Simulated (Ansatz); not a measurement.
Nudged elastic band run: C₂H₈BFOSi

The input (input.yaml):

```yaml
crystal:
  periodic: [false, false, false]
  atoms:
    - { symbol: C, position_ang: [0.617885, -2.643519, 0.139427] }
    - { symbol: B, position_ang: [0.481723, -1.092038, -0.032169] }
    - { symbol: O, position_ang: [-0.595248, -0.430127, 0.482066] }
    - { symbol: Si, position_ang: [-1.022978, 1.174895, 0.539285] }
    - { symbol: C, position_ang: [-0.057047, 2.233592, -0.649158] }
    - { symbol: F, position_ang: [-0.74591, 1.683787, 2.044097] }
    - { symbol: H, position_ang: [-0.224443, -3.101792, 0.667841] }
    - { symbol: H, position_ang: [0.729297, -3.129797, -0.840253] }
    - { symbol: H, position_ang: [1.5429, -2.878031, 0.686595] }
    - { symbol: H, position_ang: [1.319862, -0.456219, -0.622412] }
    - { symbol: H, position_ang: [-2.485348, 1.232688, 0.313553] }
    - { symbol: H, position_ang: [-0.213087, 1.905505, -1.683201] }
    - { symbol: H, position_ang: [-0.378308, 3.278822, -0.57445] }
    - { symbol: H, position_ang: [1.017403, 2.192935, -0.442522] }
basis:
  gaussian: { orbitals: "6-31G*" }
hamiltonian:
  xc: b3lyp
  dispersion: d4
neb:
  order_check: false
  images: 9
  f_tol: 0.05
  max_iterations: 60
  initial_path: idpp
  optimiser: lbfgs
  climbing: true
  final_atoms:
    - { symbol: C, position_ang: [0.87281164, -2.61960025, 0.12786152] }
    - { symbol: B, position_ang: [-0.20617387, -1.48398672, 0.09142285] }
    - { symbol: O, position_ang: [0.15469251, -0.17903019, 0.2737084] }
    - { symbol: Si, position_ang: [-0.78402623, 1.19366502, 0.3272603] }
    - { symbol: C, position_ang: [0.11956018, 2.56173515, -0.54720453] }
    - { symbol: F, position_ang: [-0.9809474, 1.58648014, 1.87830988] }
    - { symbol: H, position_ang: [1.89259091, -2.25079051, 0.27800261] }
    - { symbol: H, position_ang: [0.63701699, -3.331743, 0.9321479] }
    - { symbol: H, position_ang: [0.84194577, -3.20926466, -0.79931825] }
    - { symbol: H, position_ang: [-1.37044424, -1.73348841, -0.09953546] }
    - { symbol: H, position_ang: [-2.12440199, 0.89865289, -0.23626193] }
    - { symbol: H, position_ang: [0.25769768, 2.31656131, -1.60654495] }
    - { symbol: H, position_ang: [-0.43344847, 3.50548532, -0.48627581] }
    - { symbol: H, position_ang: [1.10982752, 2.71602489, -0.10487352] }
```

Run as:

```bash
$ ansatz run input.yaml --threads 2 --pin off --max-ram 3072MiB --backend cpu --events-out ev --progress --plain --runs-dir out
```

Output, in part (warnings, iteration lines, the closing report on the highest movable image, with atoms numbered from 0):

```
NEB end point (image 0): max|allowed force component| = 1.357e-2 eV/Å (the criterion of neb.relax_end_points is 1.000e-2)
NEB end point (image 10): max|allowed force component| = 7.340e-3 eV/Å (the criterion of neb.relax_end_points is 1.000e-2)
NEB iter   1: max|band force component| = 7.944e-1 eV/Å  barrier→ = 0.0976 eV  barrier← = 0.1089 eV  Δτ_max = 0.0156 Å  (277 SCF iters)
NEB iter   2: max|band force component| = 2.744e-1 eV/Å  barrier→ = 0.0775 eV  barrier← = 0.0888 eV  CI = image 5  Δτ_max = 0.0050 Å  (231 SCF iters)
NEB iter   3: max|band force component| = 2.407e-1 eV/Å  barrier→ = 0.0699 eV  barrier← = 0.0812 eV  CI = image 5  Δτ_max = 0.0362 Å  (204 SCF iters)
NEB iter   4: max|band force component| = 4.299e-1 eV/Å  barrier→ = 0.0547 eV  barrier← = 0.0660 eV  CI = image 5  Δτ_max = 0.0090 Å  (235 SCF iters)
NEB iter   5: max|band force component| = 2.176e-1 eV/Å  barrier→ = 0.0464 eV  barrier← = 0.0577 eV  CI = image 5  Δτ_max = 0.0020 Å  (227 SCF iters)
NEB iter   6: max|band force component| = 1.441e-1 eV/Å  barrier→ = 0.0448 eV  barrier← = 0.0561 eV  CI = image 5  Δτ_max = 0.0099 Å  (197 SCF iters)
NEB iter   7: max|band force component| = 6.892e-2 eV/Å  barrier→ = 0.0419 eV  barrier← = 0.0532 eV  CI = image 5  Δτ_max = 0.0052 Å  (211 SCF iters)
NEB iter   8: max|band force component| = 1.076e-1 eV/Å  barrier→ = 0.0411 eV  barrier← = 0.0525 eV  CI = image 5  Δτ_max = 0.0019 Å  (201 SCF iters)
NEB iter   9: max|band force component| = 5.034e-2 eV/Å  barrier→ = 0.0408 eV  barrier← = 0.0521 eV  CI = image 5  Δτ_max = 0.0015 Å  (191 SCF iters)
NEB iter  10: max|band force component| = 6.630e-2 eV/Å  barrier→ = 0.0405 eV  barrier← = 0.0518 eV  CI = image 5  Δτ_max = 0.0013 Å  (178 SCF iters)
NEB iter  11: max|band force component| = 4.605e-2 eV/Å  barrier→ = 0.0403 eV  barrier← = 0.0516 eV  CI = image 5  Δτ_max = 0.0545 Å  (186 SCF iters)
NEB iter  12: max|band force component| = 4.909e-2 eV/Å  barrier→ = 0.0368 eV  barrier← = 0.0481 eV  CI = image 4  Δτ_max = 0.0654 Å  (26 SCF iters)
NEB iter  13: max|band force component| = 3.676e-1 eV/Å  barrier→ = 0.0353 eV  barrier← = 0.0466 eV  CI = image 5  Δτ_max = 0.0894 Å  (25 SCF iters)
NEB iter  14: max|band force component| = 9.319e-2 eV/Å  barrier→ = 0.0317 eV  barrier← = 0.0430 eV  CI = image 5  Δτ_max = 0.1838 Å  (236 SCF iters)
NEB iter  15: max|band force component| = 6.475e-1 eV/Å  barrier→ = 0.0475 eV  barrier← = 0.0588 eV  CI = image 4  Δτ_max = 0.0929 Å  (234 SCF iters)
NEB iter  16: max|band force component| = 4.077e-1 eV/Å  barrier→ = 0.0372 eV  barrier← = 0.0485 eV  CI = image 4  Δτ_max = 0.0929 Å  (247 SCF iters)
NEB iter  17: max|band force component| = 1.588e-1 eV/Å  barrier→ = 0.0286 eV  barrier← = 0.0399 eV  CI = image 5  Δτ_max = 0.0286 Å  (234 SCF iters)
NEB iter  18: max|band force component| = 5.132e-2 eV/Å  barrier→ = 0.0279 eV  barrier← = 0.0392 eV  CI = image 5  Δτ_max = 0.0610 Å  (224 SCF iters)
NEB iter  19: max|band force component| = 5.858e-2 eV/Å  barrier→ = 0.0278 eV  barrier← = 0.0391 eV  CI = image 5  Δτ_max = 0.0304 Å  (211 SCF iters)
NEB iter  20: max|band force component| = 1.539e-2 eV/Å  barrier→ = 0.0278 eV  barrier← = 0.0391 eV  CI = image 5  Δτ_max = 0.0000 Å  (452 SCF iters)
Total energy: -15527.57261388 eV, -570.6277685932 hartree
Atom 0 at     0.617642    -2.631622    -0.073871 Å, force     0.000760    -0.002105    -0.000400 eV/Å
Atom 1 at     0.132019    -1.186045    -0.433826 Å, force    -0.002211     0.003518     0.000983 eV/Å
Atom 2 at    -0.476398    -0.404392     0.501846 Å, force     0.000665    -0.005804     0.004645 eV/Å
Atom 3 at    -1.065108     1.150168     0.415441 Å, force     0.001226     0.006260    -0.005903 eV/Å
Atom 4 at     0.305707     2.346592     0.029034 Å, force    -0.001435    -0.000809    -0.000844 eV/Å
Atom 5 at    -1.660923     1.464080     1.876000 Å, force     0.000524    -0.001520     0.003040 eV/Å
Atom 6 at     0.427656    -2.907871     0.968283 Å, force    -0.000212    -0.000050    -0.000095 eV/Å
Atom 7 at     0.128493    -3.368699    -0.727128 Å, force     0.000158     0.000357    -0.000318 eV/Å
Atom 8 at     1.693561    -2.734464    -0.275677 Å, force    -0.000746    -0.000241     0.000306 eV/Å
Atom 9 at     0.287583    -0.738669    -1.545420 Å, force     0.001521     0.000658    -0.001755 eV/Å
Atom 10 at    -2.193814     1.200054    -0.545724 Å, force     0.000469    -0.000179     0.000480 eV/Å
Atom 11 at     0.729724     2.136875    -0.959942 Å, force     0.000789     0.000163     0.000548 eV/Å
Atom 12 at    -0.050558     3.382669     0.032338 Å, force    -0.000389    -0.000850    -0.001009 eV/Å
Atom 13 at     1.111118     2.262025     0.767344 Å, force    -0.001119     0.000602     0.000324 eV/Å
Dipole moment:     0.203441     0.125361    -0.290099 e Å
```

The forces met the threshold. The band force fell under the threshold earlier too, but the program's further tests of the path sent the band on. Another band between the same ends (9 images) ends at a top of the same energy, where a vibrational analysis finds 1 clearly imaginary mode.

Final band (atoms are numbered from 1 in the order of the input):

```csv
image,path coordinate (Å),energy (kJ/mol),dihedral B2–O3–Si4–C5 (°)
0,0.00,0.0,16
1,0.59,0.2,3
2,1.18,0.8,-12
3,1.77,1.6,-28
4,2.36,2.4,-46
5,2.94,2.7,-62
6,3.54,2.4,-79
7,4.14,1.3,-97
8,4.74,0.0,-114
9,5.34,-0.8,-128
10,5.94,-1.1,-141
```

Time of the run: 6.8 min on 2 threads of Intel(R) Xeon(R) Platinum 8375C CPU @ 2.90GHz (Ice Lake) (shared host), peak memory 0.28 GiB.
